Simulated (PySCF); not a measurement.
S²⁺ (sulfur, charge +2) across methods

[Ne] 3s1 3p2 3d1, one real determinant (an excited configuration). Calculation: PySCF 2.14, in dyall-av2z (13s9p2d, 50 functions); no relativity, point nucleus.

```tsv
method	E (hartree)	mean ε 3s α (eV)	mean ε 3p α (eV)	mean ε 3d α (eV)	Σ⟨r²⟩ (bohr²)	⟨S²⟩
B97-3	-395.9088	-46.160	-33.792	-15.664	18.47	6.000
BHandHLYP	-395.9594	-48.244	-35.281	-16.135	18.53	6.000
LDA	-394.5778	-43.692	-32.066	-14.727	18.38	6.000
PBE	-395.8037	-43.753	-32.095	-14.924	18.29	6.000
PBE0	-395.8313	-46.180	-33.873	-15.716	18.37	6.000
UHF	-395.45448	-52.914	-38.684	-17.577	18.87	6.000
wB97M-V	-395.9401	-48.379	-35.830	-17.421	18.42	6.000
r2SCAN	-395.9529	-44.749	-32.672	-14.948	18.49	6.000
```

⟨L²⟩ = 7.90 against 12 for a pure F term, so this real determinant mixes terms. The outer electron is Rydberg-like, and this basis confines it to a smaller radius and binds it less than a complete one would.
